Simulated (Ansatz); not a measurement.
The pair A = CH4 (SMILES C) (first 5 atoms), B = HI (SMILES I); geometry from B3LYP-D3(BJ)/def2-TZVP.
(charge 0, multiplicity 1):
```xyz
7

C     -0.14059    -0.06243    -0.12195
H     -0.96648     0.43361     0.38686
H     -0.24618     0.07718    -1.19688
H      0.80508     0.36941     0.20418
H     -0.15605    -1.12819     0.10401
I      0.26202    -0.60717     4.15676
H      0.13318    -0.42244     2.55761
```

Cores are frozen in the correlated methods. Filled d and f shells under p-block atoms count as core. MP2 and its Hartree–Fock in def2-QZVPPD are density fitted.

Programs: Ansatz (Gaussian orbitals). Values without a source in brackets are computed. In def2 rows elements past Kr take small-core potentials, without spin–orbit coupling.

The counterpoise-corrected interaction energy is E(AB) − E(A in the pair's basis) − E(B in the pair's basis). Total energies (hartree):

```tsv
level	AB	A in the pair's basis	B in the pair's basis
HF/def2-TZVPPD	-337.4564135	-40.2144300	-297.2428303
MP2/def2-TZVPPD	-337.8080012	-40.4128810	-297.3937725
HF/def2-QZVPPD	-337.4597878	-40.2166534	-297.2439842
MP2/def2-QZVPPD	-337.8415413	-40.4264200	-297.4136107
CCSD(T)/def2-TZVPPD	-337.8598072	-40.4395213	-297.4191554
```

### Question
Work out the counterpoise-corrected interaction energy at the basis-set limit: extrapolate the MP2 correlation part as X⁻³, take Hartree–Fock from the larger set, and add the CCSD(T) − MP2 difference of def2-TZVPPD.

### Answer

1. Differences (1 hartree = 627.509 kcal/mol): HF/def2-TZVPPD 0.531; MP2/def2-TZVPPD -0.846; HF/def2-QZVPPD 0.533; MP2/def2-QZVPPD -0.948; CCSD(T)/def2-TZVPPD -0.709.
2. Correlation parts, MP2 less HF: -1.377 in def2-TZVPPD (X = 3), -1.481 in def2-QZVPPD (X = 4).
3. Limit (4³·(-1.481) − 3³·(-1.377))/(4³ − 3³) = -1.557; with HF/def2-QZVPPD it gives -1.024.
4. CCSD(T) less MP2 in def2-TZVPPD: 0.136.
Result: -0.89 kcal/mol, against -0.85 at MP2/def2-TZVPPD. It is an estimate of this method's limit, not of the exact value.

Ansatz is a program for electronic structure.
